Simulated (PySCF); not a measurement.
Species: C₂H₄N₂OSSi.
Atom-mapped SMILES: `[SiH3:1][O:2][c:3]1[cH:4][n:5][s:6][n:7]1` (hydrogens: H8, H9, H10 on Si1; H11 on C4)

Method: PBE0-D3(BJ)/def2-SVP geometry optimisation, gas phase (PySCF 2.14.0); density fitting, grid level 1; the optimiser is geomeTRIC in internal coordinates, started from a GFN2-xTB structure with every atom displaced at random (about 0.01 Å).

Step 0: E = -25852.6306 eV
```
atom  x, y, z in Å  |  force x, y, z in eV/Å
Si1    -1.1943   -0.6243   -0.7981   -1.413   0.643  -0.340
O2     -0.1589    0.2985    0.0842    0.610   1.113   1.026
C3      1.1315    0.1419    0.1147    2.778  -0.427   0.003
C4      2.0799    0.9342    0.8953   -2.503   0.073  -0.161
N5      3.2909    0.5580    0.7425    1.988   0.664   0.786
S6      3.3632   -0.6789   -0.2833    0.606  -0.573  -0.393
N7      1.7832   -0.7867   -0.5734   -1.950  -0.058  -0.317
H8     -1.1245   -1.9902   -0.3906   -0.042  -1.242   0.344
H9     -2.4263    0.0970   -0.3606   -0.255  -0.413  -0.322
H10    -0.9086   -0.4647   -2.2123    0.047   0.020  -0.757
H11     1.7713    1.7431    1.5536    0.133   0.201   0.130
```

Step 1: E = -25852.9216 eV
```
atom  x, y, z in Å  |  force x, y, z in eV/Å
Si1    -1.2100   -0.5778   -0.7846    0.297  -0.111   0.144
O2     -0.1380    0.3902    0.1521   -0.267  -0.100  -0.123
C3      1.1744    0.1670    0.1392   -0.620   0.131   0.071
C4      2.1071    0.9399    0.9084    0.419  -0.162  -0.106
N5      3.3480    0.5428    0.7463   -0.264   0.057   0.022
S6      3.3388   -0.7242   -0.3064    0.026  -0.045  -0.031
N7      1.7092   -0.7857   -0.5760    0.331  -0.047  -0.017
H8     -1.1046   -2.0019   -0.3430    0.042   0.113  -0.083
H9     -2.5854   -0.0928   -0.5014    0.078   0.178   0.096
H10    -0.8905   -0.4037   -2.2275    0.007  -0.033   0.014
H11     1.8585    1.7742    1.5649   -0.049   0.019   0.013
```

Task: Estimate the geometry and energy of step 2. (The exact step hangs on the optimiser's Hessian estimate; all steps are aligned on step 1, rigid shifts and turns removed.)

Result: E = -25852.9386 eV, largest force 0.181 eV/Å
```
atom  x, y, z in Å  |  force x, y, z in eV/Å
Si1    -1.2020   -0.5901   -0.7878    0.028   0.022   0.063
O2     -0.1529    0.3846    0.1489    0.051  -0.049  -0.018
C3      1.1582    0.1668    0.1399    0.007  -0.038  -0.065
C4      2.1007    0.9335    0.9046    0.125   0.080   0.103
N5      3.3411    0.5450    0.7470   -0.137   0.041   0.004
S6      3.3424   -0.7168   -0.3109   -0.161  -0.012  -0.027
N7      1.7127   -0.7780   -0.5791    0.058  -0.069  -0.033
H8     -1.1039   -2.0079   -0.3458    0.027   0.010  -0.040
H9     -2.5514   -0.0503   -0.4786    0.015   0.039   0.006
H10    -0.8843   -0.4234   -2.2309    0.004  -0.033  -0.003
H11     1.8468    1.7647    1.5647   -0.017   0.011   0.010
```

The energy changes by -0.0170 eV. The first-order estimate −F·Δx gives -0.0328 eV and the mean of the old and new forces, exact on a quadratic surface, -0.0168 eV. The step makes an angle of 64° with the force vector and moves no atom by more than 0.059 Å.

What follows is the cost of the whole optimisation. The run took 48 s of wall time on one thread of an Arm Neoverse V1 (shared host), and the process peaked at 0.52 GiB of memory.
